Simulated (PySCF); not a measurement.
## Correlation energy of Bi⁺ (bismuth, charge +1)

[Xe] 4f14 5d10 6s1 6p2 7s1, high-spin 5P determinant (an excited configuration). Calculation: PySCF 2.14, in aug-cc-pwCVTZ-DK3 (11s10p8d5f1g, 125 functions); scalar relativity by spin-free X2C-1e. Frozen: [Kr] 4d10 4f14; 22 electrons correlated.

MP2 pair energies summed by pair of shells (mhartree):

```
 pair   energy  share (%)
5d-5d  -286.35       47.5
5p-5d  -116.09       19.3
5d-6p   -54.17        9.0
5d-6s   -36.52        6.1
5p-5p   -32.58        5.4
5s-5d   -21.93        3.6
5s-5p   -15.60        2.6
5d-7s    -8.50        1.4
6p-7s    -6.05        1.0
5p-6p    -6.03        1.0
5p-6s    -5.82        1.0
6p-6p    -3.74        0.6
6s-6p    -3.09        0.5
5s-5s    -2.80        0.5
6s-7s    -1.22        0.2
5p-7s    -0.86        0.1
5s-6p    -0.69        0.1
5s-6s    -0.64        0.1
5s-7s    -0.09        0.0
```

Total MP2 correlation energy: -602.76 mhartree.

Same-spin part -222.61 and opposite-spin part -380.16 mhartree; SCS-MP2 scales them by 1/3 and 6/5 to -530.39 mhartree.

Spin-orbit coupling is strong in this species, so the high-spin LS determinant is a model state.
